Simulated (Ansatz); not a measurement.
The cluster Be₃S₃, relaxed as a singlet with RKS r2SCAN-D4/def2-SVP in Ansatz, starting from the GFN2-xTB geometry. Force threshold 0.02 eV/Å.

Another isomer (singlet) lies 3.77 eV lower at PBE0-D4/def2-TZVP; other spin states weren't run for this one.

Start:

```
atom   x (Å)   y (Å)   z (Å)
 Be1  -1.162  -0.469  -1.088
 Be2   0.710   0.696  -0.261
 Be3  -0.784  -0.980   0.777
  S4   1.263  -0.807   0.949
  S5   0.019   0.720   1.623
  S6  -0.046   0.840  -2.000
```

**Question.** Estimate the energy that the relaxation releases and the steps that it takes.

**Answer.** 9.7 kcal/mol, in 6 steps; 18 s on 2 threads of Arm Neoverse V2 on a shared host. No frequencies were taken in this run, so the end may be a saddle point.

**Question.** Does the start keep its bonding and symmetry?

**Answer.** By distances, no bond broke or formed. The bond that changes most is Be2–S4, from 2.01 to 2.13 Å (atoms count from 1). Point group Cs at the start, Cs at the end, both within 0.05 Å.

**Question.** Predict the relaxed structure.

**Answer.** 
```xyz
6

Be   -1.185   -0.433   -1.212
Be    0.574    0.590   -0.278
Be   -0.730   -0.924    0.747
S     1.369   -0.852    1.074
S     0.057    0.757    1.782
S    -0.084    0.861   -2.114
```
Bond lengths (bridged metal pairs left out): 6 × Be–S 1.92 to 2.13 Å; 1 × S–S 2.19 Å; 1 × Be–Be 2.07 Å.
